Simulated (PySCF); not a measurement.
A PySCF script (with the pyscf-properties extension) for the NMR shieldings of `InChI=1S/C6H13PSi/c1-2-7-3-5-8-6-4-7/h2H,1,3-6,8H2`, on a PBE0-D3(BJ)/def2-SVP geometry:

```python
import basis_set_exchange as bse
import numpy as np
from pyscf import gto, scf
from pyscf.prop import nmr

atoms = """
C     3.537119   -0.200722   -0.946761
C     2.425113   -0.337219   -0.219970
P     0.778756    0.112721   -0.869274
C     0.209986    1.228217    0.517683
C    -1.276529    1.585109    0.398060
Si   -2.371889    0.055419    0.577090
C    -1.672167   -1.269795   -0.575025
C    -0.157695   -1.435141   -0.402761
H     3.502516    0.185570   -1.971064
H     4.521470   -0.468161   -0.548964
H     2.493504   -0.729101    0.806014
H     0.421917    0.747361    1.490416
H     0.839606    2.132398    0.469366
H    -1.557137    2.337293    1.154607
H    -1.476074    2.045558   -0.585651
H    -2.299026   -0.435325    1.992798
H    -3.801825    0.359161    0.256840
H    -1.904628   -0.983584   -1.616046
H    -2.188990   -2.227959   -0.396325
H     0.091138   -1.718676    0.636424
H     0.227305   -2.240573   -1.050688
"""
names = dict.fromkeys(["C", "P", "Si", "H"], "pcSseg-1")
basis = {el: gto.basis.parse(bse.get_basis(n, elements=[el], fmt="nwchem")) for el, n in names.items()}
mol = gto.M(atom=atoms, basis=basis, charge=0, verbose=0)
mf = scf.RHF(mol)
mf.conv_tol = 1e-9
mf.kernel()

calc = nmr.RHF(mf)   # GIAO
C = mf.mo_coeff
Co = C[:, mf.mo_occ > 0]
resp = mf.gen_response(singlet=True, hermi=2)
def vind(x):   # induced exchange potential for any number of trial vectors
    d = np.einsum("pi,xij,qj->xpq", C, 2 * x.reshape(-1, C.shape[1], Co.shape[1]), Co, optimize=True)
    return np.einsum("xpq,pi,qj->xij", resp(d - d.transpose(0, 2, 1)), C, Co, optimize=True).ravel()
mo1, _ = nmr.rhf.solve_mo1(calc, with_cphf=vind)
sigma = calc.kernel(mo1)
for i, s in enumerate(sigma):   # ppm
    w = np.linalg.eigvalsh((s + s.T) / 2)
    print("%2d %-2s iso %8.1f  s11 %8.1f  s22 %8.1f  s33 %8.1f" % (i, mol.atom_pure_symbol(i), w.mean(), *w))
```

Question: What are the results?

Answer: 
```
 0 C  iso     48.5  s11    -92.3  s22     75.4  s33    162.6
 1 C  iso     43.1  s11    -93.5  s22     62.4  s33    160.4
 2 P  iso    402.5  s11    360.2  s22    399.2  s33    448.3
 3 C  iso    167.0  s11    159.3  s22    165.2  s33    176.6
 4 C  iso    186.4  s11    174.6  s22    189.4  s33    195.2
 5 Si iso    426.0  s11    407.8  s22    415.4  s33    454.9
 6 C  iso    186.4  s11    174.8  s22    189.4  s33    195.1
 7 C  iso    167.2  s11    159.5  s22    165.5  s33    176.6
 8 H  iso     25.4  s11     21.2  s22     24.1  s33     31.0
 9 H  iso     25.6  s11     21.8  s22     24.1  s33     31.0
10 H  iso     25.6  s11     22.5  s22     23.9  s33     30.2
11 H  iso     30.6  s11     26.8  s22     29.6  s33     35.3
12 H  iso     30.2  s11     24.4  s22     28.8  s33     37.4
13 H  iso     30.9  s11     25.3  s22     27.7  s33     39.7
14 H  iso     31.1  s11     26.9  s22     28.9  s33     37.6
15 H  iso     28.0  s11     25.0  s22     25.4  s33     33.5
16 H  iso     28.0  s11     24.6  s22     25.1  s33     34.3
17 H  iso     31.1  s11     26.9  s22     28.9  s33     37.6
18 H  iso     30.9  s11     25.3  s22     27.7  s33     39.7
19 H  iso     30.6  s11     26.7  s22     29.6  s33     35.4
20 H  iso     30.2  s11     24.4  s22     28.8  s33     37.4
```

These numbers come from an equivalent density-fitted implementation of the same equations, which agrees with the script to about 0.01 ppm for H and up to a few tenths of a ppm for heavy atoms, so last digits may differ.

Size and cost of the density-fitted run: 215 basis functions, 18 s wall time on 1 thread of an Arm Neoverse V2, shared host; peak memory 0.93 GiB.
